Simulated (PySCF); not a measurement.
## Correlation energy of Br⁺ (bromine, charge +1)

[Ar] 3d10 4s2 4p4, high-spin 3P determinant. Computed with PySCF 2.14 in x2c-QZVPPall with one added diffuse shell each of s, p, d, f type (12s9p6d5f1g, 113 functions), with scalar relativity by spin-free X2C-1e. Frozen: [Ne]; 24 electrons correlated.

MP2 pair energies summed by pair of shells (mhartree):

```
 pair   energy  share (%)
3d-3d  -373.69       42.6
3p-3d  -159.10       18.1
3d-4p   -59.23        6.7
4s-4p   -53.87        6.1
4p-4p   -51.79        5.9
3p-3p   -45.81        5.2
3s-3d   -45.54        5.2
3d-4s   -37.53        4.3
3s-3p   -17.81        2.0
3p-4p    -9.89        1.1
4s-4s    -9.33        1.1
3p-4s    -8.09        0.9
3s-3s    -3.46        0.4
3s-4p    -1.83        0.2
3s-4s    -1.24        0.1
```

Total MP2 correlation energy: -878.20 mhartree.

Same-spin part -297.37 and opposite-spin part -580.83 mhartree; SCS-MP2 scales them by 1/3 and 6/5 to -796.12 mhartree.

This basis was not built for core-valence correlation, so the inner-shell part is incomplete.
